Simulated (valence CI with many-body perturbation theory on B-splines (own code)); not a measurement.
**Lu²¹⁺: calculated level list**

Computed by relativistic CI+MBPT: four valence electrons over a frozen Dirac-Fock core [Kr] 4d10, radial functions for each j: 7 s, 7 p, 7 d, 7 f, 4 g, 2 h, with the one-electron correlation potential Σ1, the two-electron term Σ2, the three-electron term Σ3, Breit, model QED; selected CI, second order for the rest, scaled by the run's own slope (own B-spline code, finite nucleus).

No measured levels were compared; by estimate terms of the open shell hold to a few per cent of their energy, and close levels can change places.

Levels 136 to 180 of 198, with energies above the lowest level, 4f4 5I_4. "Leading %" is the weight of the configuration and term that name the level; weights of strongly mixed levels are sums over their largest components and can fall short. In the jj column 3d3/2^4 stands for four electrons in 3d with j = 3/2. Lifetimes count E1, E2, E3, M1 and M2 decay at the calculated energies, and are blank where another channel may lead or the interval is too uncertain; long ones can be off by a factor of two.

```tsv
No.	Configuration	Term	J	E (eV)	Leading %	Leading jj	Lifetime	Second component
136	4f3.5s	5G°	5	68.895	63	4f5/2 4f7/2^2 5s (73 %)	1.85 μs	25 % 4f3.5s 3H°
137	4f3.5s	3G°	4	68.931	49	4f5/2 4f7/2^2 5s (80 %)	2.19 μs	19 % 4f3.5s 5G°
138	4f3.5s	3D°	2	69.053	26	4f5/2 4f7/2^2 5s (56 %)	2.16 μs	24 % 4f3.5s 3P°
139	4f3.5s	3P°	0	69.274	60	4f5/2^2 4f7/2 5s (90 %)	2.49 μs	40 % 4f3.5s 5D°
140	4f3.5s	3S°	1	69.300	34	4f5/2 4f7/2^2 5s (48 %)	1.72 μs	24 % 4f3.5s 3D°
141	4f3.5s	3G°	3	69.393	63	4f5/2 4f7/2^2 5s (70 %)	1.09 μs	21 % 4f3.5s 3F°
142	4f3.5s	3K°	8	69.483	66	4f5/2^2 4f7/2 5s (63 %)	3.06 μs	17 % 4f3.5s 3L°
143	4f3.5s	3D°	1	69.883	28	4f5/2^2 4f7/2 5s (58 %)	1.66 μs	26 % 4f3.5s 1P°
144	4f3.5s	5G°	6	69.969	57	4f5/2 4f7/2^2 5s (40 %)	1.80 μs	40 % 4f3.5s 3H°
145	4f3.5s	3L°	7	69.978	41	4f5/2^2 4f7/2 5s (67 %)	1.61 μs	39 % 4f3.5s 1K°
146	4f3.5s	3D°	3	70.169	52	4f5/2^2 4f7/2 5s (66 %)	1.95 μs	36 % 4f3.5s 5D°
147	4f3.5s	3G°	4	70.266	83	4f5/2 4f7/2^2 5s (56 %)	786 ns	8 % 4f3.5s 3H°
148	4f3.5s	5D°	2	70.298	46	4f5/2^2 4f7/2 5s (63 %)	1.77 μs	40 % 4f3.5s 3D°
149	4f3.5s	3D°	3	70.711	61	4f5/2 4f7/2^2 5s (75 %)	1.60 μs	28 % 4f3.5s 5D°
150	4f3.5s	3G°	5	70.808	53	4f7/2^3 5s (70 %)	2.11 μs	15 % 4f3.5s 1H°
151	4f3.5s	5D°	1	70.905	38	4f5/2^2 4f7/2 5s (50 %)	1.18 μs	35 % 4f3.5s 3D°
152	4f3.5s	3I°	5	70.986	46	4f5/2^2 4f7/2 5s (74 %)	1.44 μs	17 % 4f3.5s 3H°
153	4f3.5s	1D°	2	71.118	46	4f5/2 4f7/2^2 5s (66 %)	1.62 μs	21 % 4f3.5s 3D°
154	4f3.5s	3I°	6	71.399	57	4f5/2^2 4f7/2 5s (53 %)	1.52 μs	18 % 4f3.5s 3H°
155	4f3.5s	5D°	0	71.526	60	4f5/2 4f7/2^2 5s (90 %)	1.23 μs	40 % 4f3.5s 3P°
156	4f3.5s	1G°	4	71.585	33	4f7/2^3 5s (59 %)	1.55 μs	31 % 4f3.5s 3F°
157	4f3.5s	3D°	2	71.818	55	4f5/2^2 4f7/2 5s (62 %)	595 ns	30 % 4f3.5s 1D°
158	4f3.5s	3G°	5	71.904	63	4f5/2 4f7/2^2 5s (81 %)	891 ns	30 % 4f3.5s 3I°
159	4f3.5s	5D°	4	72.137	95	4f5/2 4f7/2^2 5s (70 %)	1.53 μs	
160	4f3.5s	3D°	1	72.387	48	4f5/2 4f7/2^2 5s (74 %)	751 ns	27 % 4f3.5s 1P°
161	4f3.5s	3D°	2	72.404	28	4f5/2 4f7/2^2 5s (57 %)	1.65 μs	26 % 4f3.5s 1D°
162	4f3.5s	3I°	7	72.414	73	4f5/2 4f7/2^2 5s (80 %)	1.73 μs	15 % 4f3.5s 3L°
163	4f3.5s	3L°	8	72.416	72	4f5/2 4f7/2^2 5s (60 %)	1.41 μs	22 % 4f3.5s 3K°
164	4f3.5s	3L°	7	72.580	41	4f5/2 4f7/2^2 5s (60 %)	1.30 μs	29 % 4f3.5s 1K°
165	4f3.5s	3D°	1	72.757	60	4f7/2^3 5s (42 %)	774 ns	16 % 4f3.5s 3P°
166	4f3.5s	3L°	9	72.789	100	4f5/2 4f7/2^2 5s (100 %)	1.49 μs	
167	4f3.5s	1I°	6	73.042	58	4f5/2 4f7/2^2 5s (84 %)	1.53 μs	30 % 4f3.5s 3I°
168	4f3.5s	3H°	4	73.049	75	4f5/2 4f7/2^2 5s (42 %)	873 ns	12 % 4f3.5s 3G°
169	4f3.5s	3H°	5	73.224	58	4f5/2 4f7/2^2 5s (42 %)	918 ns	26 % 4f3.5s 1H°
170	4f3.5s	1L°	8	73.597	87	4f5/2 4f7/2^2 5s (90 %)	1.13 μs	10 % 4f3.5s 3L°
171	4f3.5s	3D°	3	73.676	54	4f5/2 4f7/2^2 5s (65 %)	729 ns	26 % 4f3.5s 5D°
172	4f3.5s	3D°	2	74.047	37	4f5/2 4f7/2^2 5s (54 %)	953 ns	20 % 4f3.5s 3F°
173	4f3.5s	3D°	3	74.212	57	4f5/2 4f7/2^2 5s (79 %)	488 ns	34 % 4f3.5s 3F°
174	4f3.5s	3D°	1	74.508	77	4f7/2^3 5s (52 %)	767 ns	15 % 4f3.5s 1P°
175	4f3.5s	3H°	6	74.581	59	4f7/2^3 5s (53 %)	939 ns	27 % 4f3.5s 1I°
176	4f3.5s	3D°	2	74.628	46	4f5/2 4f7/2^2 5s (72 %)	553 ns	36 % 4f3.5s 3F°
177	4f3.5s	1H°	5	75.061	57	4f7/2^3 5s (60 %)	967 ns	16 % 4f3.5s 3H°
178	4f3.5s	3F°	4	76.110	91	4f5/2 4f7/2^2 5s (47 %)	673 ns	
179	4f3.5s	3D°	3	76.133	50	4f7/2^3 5s (69 %)	640 ns	42 % 4f3.5s 3F°
180	4f3.5s	1D°	2	76.601	48	4f7/2^3 5s (77 %)	614 ns	28 % 4f3.5s 3D°
```

Names give the largest LS component (configuration and term), which can be under half, so a name can repeat, a term be missing and a line seem to break the LS rules; names also repeat where a configuration has a term twice.

Where two levels of one J and parity lie close, their mixing, g and order are uncertain.
